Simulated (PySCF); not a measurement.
# A small calculation by hand: chemical shift, span and skew from a shielding tensor

Mg(F)(OH) (FHMgO), SMILES [OH][Mg][F]. Atoms are numbered in the order given.

```xyz
4

Mg     0.0208    -0.0318     0.0000
F     -0.0025    -1.8009     0.0000
O     -0.0860     1.7557     0.0000
H      0.4619     2.5450     0.0000
```

Coordinates come from a PBE-D3(BJ)/def2-TZVP optimisation. Other conformers were not sampled.

GIAO shieldings from PySCF with PBE0/pcSseg-2, non-relativistic, no solvent. The symmetric part of the tensor of F2 has the principal values 404.2, 406.4, 484.2 ppm. The same nucleus in CFCl3 has σ = 165.8 ppm at this level (PySCF, at its B3LYP-D3(BJ)/def2-TZVP geometry).

Question: Work out the isotropic shielding, the ¹⁹F shift against CFCl3, the span and the skew.

Answer: 
σ(iso) = (σ11 + σ22 + σ33)/3 = 431.6 ppm. δ = σ(ref) − σ(iso) = 165.8 − (431.6) = -265.8 ppm.
Span Ω = σ33 − σ11 = 80.0 ppm. Skew κ = 3(σ(iso) − σ22)/Ω = 0.94. Tumbling in solution averages the tensor to δ; in a static solid the shielding alone would spread this spin-1/2 line over Ω.
